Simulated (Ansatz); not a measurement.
Computed with Ansatz on PBE0-D4/def2-TZVP structures; ΔE is electronic, products minus reactants. CCSD(T)/CBS adds triple-zeta CCSD(T) − MP2 to the extrapolated MP2 energy (def2 sets, frozen cores). This one scheme is used for every species. Functionals use def2-TZVPP. HSE06 is defined as in plane-wave codes. No spin–orbit coupling; open shells (•) take unrestricted orbitals. One conformer a species, not always the lowest.

Consider the homolysis of the Si–Si bond: `O[SiH](Cl)[SiH2]F` → `O[SiH]Cl`• + `F[SiH2]`•.

`O[SiH](Cl)[SiH2]F`:

Cartesian coordinates in Å:
```
O 0.557 0.310 1.948
Si -0.530 -0.234 0.850
Cl -0.652 -2.293 0.885
Si 0.084 0.369 -1.339
F 1.647 0.018 -1.494
H 1.482 0.089 1.816
H -1.840 0.301 1.282
H -0.672 -0.388 -2.369
H -0.076 1.827 -1.579
```

`O[SiH]Cl`•:

Cartesian coordinates in Å:
```
O 0.820 -0.838 0.140
Si 0.007 0.461 -0.445
Cl -1.964 0.444 0.172
H 0.462 -1.712 -0.026
H 0.675 1.645 0.160
```

`F[SiH2]`•:

Cartesian coordinates in Å:
```
F 1.278 -0.579 -0.451
Si 0.009 0.358 -0.160
H -0.090 0.546 1.315
H -1.198 -0.326 -0.704
```

CCSD(T)/CBS gives +3.47 eV.

Task: Another level gave +3.20 eV. Which?
A. MP2/def2-TZVPP
B. HSE06/def2-TZVPP
C. B97M-V/def2-TZVPP
D. revPBE-D4/def2-TZVPP

Result: B. HSE06 3.20, MP2/def2-TZVPP 3.34, revPBE-D4 3.13, B97M-V 3.38 eV.

Largest T1 diagnostic among the species: 0.014.

In def2-TZVPP, CCSD(T) changes the Hartree–Fock value by +0.86 eV (the triples alone add +0.05 eV) and MP2 by +0.85 eV; breaking electron pairs costs correlation energy, which Hartree–Fock lacks. The D4 term adds +0.15 eV with B3LYP and +0.08 eV with PBE0; it sums over pairs of atoms, weighted by their polarisabilities, and B3LYP, whose exchange is more repulsive, gets the larger term. At CCSD(T), def2-SVP lies −0.25 eV from the extrapolated value and def2-TZVPP −0.12 eV: correlation converges slowly with the basis, and small sets miss more of it in the bonded molecule than in its fragments.

B3LYP here is the variant with VWN-RPA as its local correlation; programs differ in this.
